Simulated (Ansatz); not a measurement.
Reaction (formal exchange of groups at a C–C bond): `CC[SiH2]C#N` + `[NH2][SnH2][F]` → `[CH3][SnH]([NH2])[F]` + `C[SiH2]C#N`

Gas-phase electronic energies from Ansatz, PBE0-D4/def2-TZVP geometries. CCSD(T)/CBS adds triple-zeta CCSD(T) − MP2 to the extrapolated MP2 energy (def2 sets, frozen cores). Functionals use def2-TZVPP. def2 core potentials past Kr. For Sn outer-core shells are correlated without core-valence functions, which leaves a few kJ/mol of doubt a bond. Each species was taken in one conformer, which may not be the lowest.

Problem. Is it downhill or uphill in electronic energy at CCSD(T)/CBS, and by how much? (Best estimate.)

Solution. Ansatz gave: Downhill: ΔE = -45.4 kJ/mol.

Problem. What do these levels give: PBE0-D4, B2PLYP, PBE, r2SCAN, MP2/def2-TZVPP, SCS-MP2/def2-QZVPP? (An estimate is asked.)

Solution. Ansatz gave: PBE0-D4 -37.1, B2PLYP -41.5, PBE -38.3, r2SCAN -40.8, MP2/def2-TZVPP -44.7, SCS-MP2/def2-QZVPP -44.1 kJ/mol.

Largest T1 diagnostic among the species: 0.013.

In def2-TZVPP, CCSD(T) changes the Hartree–Fock value by −4.3 kJ/mol (the triples alone add −0.4 kJ/mol) and MP2 by −8.3 kJ/mol.
